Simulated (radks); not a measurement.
Fractional charge and spin in the 4s shell of germanium: the spin-up occupation runs from 0 to 1 and the spin-down occupation from 0 to 1; the fullest corner is Ge+, [Ar] 3d10 4p(up 0.5, down 0.5) 4s(up 1, down 1). Method: non-relativistic Kohn-Sham, PBE, spin-polarised, spherical densities, point nucleus; computed with a radial shooting solver on a logarithmic mesh with Libxc functionals. Energy (eV) above the fullest corner. The planes named below are the two flat planes that join the four corners, with an edge along up + down = one added electron.

down \ up       0    0.25     0.5    0.75       1
0          59.605  49.773  40.595  32.066  24.180
0.25       49.773  40.681  32.232  24.420  17.237
0.5        40.595  32.232  24.501  17.393  10.900
0.75       32.066  24.420  17.393  10.975   5.158
1          24.180  17.237  10.900   5.158   0.000

Corners above the fullest one (they belong to Ge2+ and the next ion): (up 1, down 0) 24.180 eV, (up 0, down 1) 24.180 eV, (up 0, down 0) 59.605 eV. With half an added electron in each spin the energy lies 0.321 eV from the planes, and with half an added electron in spin up alone -1.297 eV. The planes are only a guide here: the flat-plane condition holds for ground states with one frontier orbital, while this shell lies below other occupied shells, so the corners above the fullest one are inner-hole states and not the ground states of those ions.
